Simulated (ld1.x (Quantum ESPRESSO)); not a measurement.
**Plane-wave convergence, PAW potential for Tl**

ld1.x (Quantum ESPRESSO) 7.5 input, shortened:

```
&input
   title='Tl', zed=81., rel=1, dft='PBESOL', iswitch=3,
   config='[Xe] 4f14 5d10 6s1 6p0'
 /
 &inputp
   pseudotype=3, lpaw=.true., tm=.true., lloc=-1, rcloc=3.20,
   nlcc=.true., rcore=1.30,
   which_augfun='PSQ', rmatch_augfun_nc=.true.
 /
6
6S  1  0   1.00   0.00  2.22  2.78  0.0
6S  1  0   0.00   1.95  2.22  2.78  0.0
6P  2  1   0.00   0.00  3.00  3.96  0.0
6P  2  1   0.00  -0.75  3.00  3.96  0.0
5D  3  2  10.00   0.00  1.68  1.94  0.0
5D  3  2   0.00  -1.55  1.68  1.94  0.0
 &test
   configts(1)='5d10 6s1 6p0'
 /
```

The pseudo-atom Hamiltonian at the reference potential is diagonalised in spherical Bessel functions j_l(qr) that vanish at 20 bohr, with q² up to the cutoff. All-electron valence levels (Ry): 6s -1.8686, 6p -1.1731, 5d -2.4396.

Problem. How do the lowest levels (Ry) of each channel move with the cutoff, and are there ghosts?

Solution.

| cutoff (Ry) | s #1 | s #2 | p #1 | p #2 | d #1 | d #2 | f #1 | f #2 | Σ f·Δε (mRy) |
| --- | --- | --- | --- | --- | --- | --- | --- | --- | --- |
| 8 | -1.8686 | -0.6318 | -1.1731 | -0.4510 | -1.6181 | -0.4548 | -0.2954 | -0.1682 | 8215.2 |
| 10 | -1.8686 | -0.6323 | -1.1731 | -0.4510 | -1.8790 | -0.4803 | -0.2956 | -0.1683 | 5605.5 |
| 15 | -1.8686 | -0.6324 | -1.1731 | -0.4510 | -2.2445 | -0.5149 | -0.2956 | -0.1683 | 1950.5 |
| 18 | -1.8686 | -0.6325 | -1.1731 | -0.4510 | -2.3761 | -0.5300 | -0.2956 | -0.1683 | 634.8 |
| 21 | -1.8686 | -0.6325 | -1.1731 | -0.4510 | -2.4158 | -0.5364 | -0.2956 | -0.1683 | 237.7 |
| 30 | -1.8686 | -0.6325 | -1.1731 | -0.4510 | -2.4386 | -0.5431 | -0.2956 | -0.1683 | 10.2 |
| 35 | -1.8686 | -0.6325 | -1.1731 | -0.4510 | -2.4388 | -0.5438 | -0.2956 | -0.1683 | 8.2 |
| 40 | -1.8686 | -0.6325 | -1.1731 | -0.4510 | -2.4391 | -0.5438 | -0.2956 | -0.1683 | 4.9 |
| 45 | -1.8686 | -0.6325 | -1.1731 | -0.4510 | -2.4394 | -0.5438 | -0.2956 | -0.1683 | 2.3 |
| 55 | -1.8686 | -0.6325 | -1.1731 | -0.4510 | -2.4395 | -0.5439 | -0.2956 | -0.1683 | 0.8 |
| 60 | -1.8686 | -0.6325 | -1.1731 | -0.4510 | -2.4395 | -0.5439 | -0.2956 | -0.1683 | 0.8 |
| 400 | -1.8686 | -0.6325 | -1.1731 | -0.4510 | -2.4396 | -0.5439 | -0.2956 | -0.1683 | 0.0 |

Result: no extra level below or beside the all-electron valence levels (s, p, d, f tested); 10 mRy is reached at 35 Ry and 1 mRy at 50 Ry.
